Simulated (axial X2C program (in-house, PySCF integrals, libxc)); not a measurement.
# INdI: a free-ion multiplet in an axial field

Calculated with an in-house all-electron X2C program for linear molecules (integrals from PySCF): two-component X2C with atomic mean-field Coulomb and Gaunt terms, basis I dyall-v3z, Nd dyall-v3z (cores contracted in-house). Orbitals come from Hartree–Fock averaged over the configuration Nd f4 s0 d(πδ)0; CI then distributes these electrons over the f, s, d(πδ) shells of Nd.

I–Nd–I held linear, both bonds 3.131 Å.

(1) Which level do Hund's rules give for f4, how many Ω levels does it split into, and what is its Landé factor?

The computed levels compare thus:

```json
{"Ω": "0", "energy (cm⁻¹)": "0", "g∥ computed": "0.00", "2gJΩ": "0.00"}
{"Ω": "1", "energy (cm⁻¹)": "39", "g∥ computed": "1.45", "2gJΩ": "1.20"}
{"Ω": "2", "energy (cm⁻¹)": "130", "g∥ computed": "2.73", "2gJΩ": "2.40"}
{"Ω": "3", "energy (cm⁻¹)": "240", "g∥ computed": "3.90", "2gJΩ": "3.60"}
{"Ω": "4", "energy (cm⁻¹)": "482", "g∥ computed": "5.30", "2gJΩ": "4.80"}
```

The 5 lowest levels are just these Ω; they span 482 cm⁻¹, the lowest has Ω = 0, and the next level lies at 1118 cm⁻¹. Departures of g∥ from 2gJΩ come from intermediate coupling and from mixing with the higher-lying level J + 1 of the term. The computed g∥ is the magnitude of 2⟨Lz + ge Sz⟩.

Dynamic correlation is missing, so gaps between terms are too wide and other configurations may lie lower; the lowest level listed is that of this model, not necessarily the ground state. At most 4 roots were kept for each Ω > 0 (twice that for Ω = 0) within 2.2 eV of the lowest, so higher up levels can be missing between those listed; levels with Ω > 0 are doubly degenerate and listed once, Ω = 0 levels singly. States that fill the shells left empty in the average are placed too high. The molecule was held linear; bending was not examined.

Results:

(1) S = 2, L = 6, J = 4 (5I4). It gives Ω = 0 to 4, 5 levels. gJ = 3/2 + [S(S+1) − L(L+1)]/[2J(J+1)] = 0.600, so g∥ = 2gJΩ.
